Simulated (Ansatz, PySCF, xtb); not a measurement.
Complex: HF (SMILES F) (first 2 atoms) with C4H6 (SMILES C=CC=C); geometry from B3LYP-D3(BJ)/def2-TZVP.
(charge 0, multiplicity 1):
```xyz
12

F      0.53605     0.01969     0.24787
H      0.65459     0.24954     1.14775
C      1.09910     1.29968     3.00009
C      0.65174     0.10779     3.41371
C     -0.74076    -0.19417     3.69430
C     -1.16855    -1.38835     4.10385
H      0.42492     2.13661     2.85919
H      2.15004     1.47818     2.81686
H      1.35872    -0.70498     3.55594
H     -1.45151     0.61466     3.55338
H     -2.21394    -1.57859     4.30459
H     -0.48182    -2.21412     4.24809
```

Interaction energies are E(AB) − E(A) − E(B) at the monomers' geometry in the complex; basis-set methods are counterpoise corrected. Rows marked so take none.

Cores are frozen in the correlated methods. Rows in 6-31G* carry no dispersion term and start afresh at each structure (6-31G* with six Cartesian d functions).

Codes used: Ansatz (Gaussian orbitals); PySCF for 6-31G* rows, M06-2X, the dispersion terms; xtb for the GFN methods. 

| level | interaction energy (kJ/mol) |
|---|---|
| GFN1-xTB | -17.9 |
| PBE/def2-TZVPPD | -20.4 |
| BLYP-D4/def2-TZVPPD | -20.0 |
| B97M-V/def2-TZVPPD | -20.2 |
| B3LYP-D3(BJ)/def2-TZVPPD | -22.5 |
| M06-2X/6-31G* (no counterpoise) | -23.4 |
| M06-2X/def2-TZVPPD | -21.5 |
| CAM-B3LYP/def2-TZVPPD | -19.5 |
| CCSD/aug-cc-pVDZ | … |

### Question
Fill in the missing entries.

### Answer

- CCSD/aug-cc-pVDZ, interaction energy (kJ/mol): -14.4

Ansatz is an electronic-structure program.
